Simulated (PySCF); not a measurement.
Molecule: `N(B)BP`, B$_{2}$H$_{6}$NP.

Cartesian coordinates in Å; atom numbers follow the order of the lines, from 1:
```xyz
10

B     1.9494    0.1173   -0.3528
N     0.6686    0.1166    0.2340
B    -0.5189   -0.4579   -0.2668
P    -2.1156   -0.3849    0.7554
H     2.8328    0.6470    0.2040
H     2.0947   -0.4077   -1.3859
H     0.5912    0.5894    1.1272
H    -0.4878   -1.0577   -1.2706
H    -2.0148    0.9227    1.2008
H    -2.9907   -0.0801   -0.2678
```

Frames of a GFN2-xTB Langevin trajectory at 400 K; GIAO PBE0/pcSseg-1 shieldings in PySCF, gas phase, non-relativistic; equivalent atoms averaged within each frame.

Chemical shifts δ = σref − σ; BF3·OEt2 for 11B (σref 100.07); 15N (σref 267.73) vs NH3; 31P (σref 318.38) vs H3PO4; 1H (σref 31.72) against TMS, all at this level. The references are static minima.

Task: How do the shifts (ppm) fluctuate along the trajectory?

Result: 
| time (fs) | B3 | B1 | N2 | P4 | H7 | H8 | H5/H6 | H9/H10 |
| --- | --- | --- | --- | --- | --- | --- | --- | --- |
| optimised geometry | 61.3 | 49.4 | 198.5 | -226.8 | 7.66 | 6.68 | 5.40 | 2.01 |
| 250 | 62.8 | 46.5 | 194.0 | -213.3 | 6.75 | 6.52 | 5.30 | 2.97 |
| 425 | 61.9 | 54.9 | 203.4 | -208.6 | 8.06 | 7.72 | 6.00 | 2.62 |
| 625 | 62.9 | 48.9 | 200.0 | -219.2 | 8.26 | 7.62 | 6.27 | 2.25 |
| 800 | 60.4 | 50.9 | 207.5 | -244.6 | 7.93 | 6.82 | 5.74 | 1.30 |
| 1000 | 62.6 | 50.1 | 199.2 | -242.7 | 7.57 | 6.45 | 5.97 | 1.97 |
| mean of frames | 62.1 | 50.3 | 200.8 | -225.7 | 7.71 | 7.02 | 5.86 | 2.22 |
| standard deviation | 1.1 | 3.1 | 5.0 | 16.8 | 0.59 | 0.60 | 0.36 | 0.64 |

5 frames give an uncertainty of the mean of about the standard deviation over 2.2 at best, since frames this close in time may not be independent; classical motion lacks zero-point vibration, and the reference would need the same averaging.
